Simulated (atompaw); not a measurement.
Sn: PAW (atompaw) pseudisation with PBE, scalar-relativistic reference atom.

tin, PAW, made with atompaw 4.2.0.5 (PBE, scalar-relativistic). Core [Kr], reference 4d10 5s2 5p2. Waves: 5s (bound): rc 2.90 bohr; 5s channel at -0.4 Ry: rc 2.90 bohr; 5p (bound): rc 2.90 bohr; 5p channel at 0.3 Ry: rc 2.90 bohr; 4d (bound): rc 0.90 bohr; 4d channel at -1.25 Ry: rc 0.90 bohr. Local part: bessel scheme, radius 2.80 bohr. Core correction: smooth core density matched at 1.60 bohr. Augmentation charge: besselshape compensation charge, radius 2.55 bohr; PAW radius 2.90 bohr; waves and projectors: custom rrkj vanderbiltortho.

All-electron outer shells of the reference configuration (PBE, scalar-relativistic, ld1.x):

```tsv
shell	level (eV)	outermost node (bohr)	outermost maximum (bohr)
4s	-133.93	0.40	0.74
4p	-89.70	0.41	0.79
4d	-25.84	0.39	0.88
5s	-10.55	0.98	2.01
5p	-3.69	1.09	2.55
```

**Question.** Estimate the cutoffs (Ry, on a coarse ladder) from which the occupation-weighted sum of valence levels, in a spherical-Bessel basis at the reference potential, stays within 10 and 1 mRy of its value at 400 Ry.

**Answer.** 140 Ry and 260 Ry.

**Question.** What does a ghost test show?

**Answer.** No extra level below or beside the all-electron valence levels (s, p, d, f tested).

**Question.** Is the overlap operator S = 1 + Σ q|β⟩⟨β| positive definite (Bessel basis up to 400 Ry)?

**Answer.** Yes: its lowest eigenvalue is 0.40 (s channel).

**Question.** Which valence shell sets the plane-wave cutoff?

**Answer.** 4d: its level needs 140 Ry to come within 1 mRy, against 8 Ry for 5p.
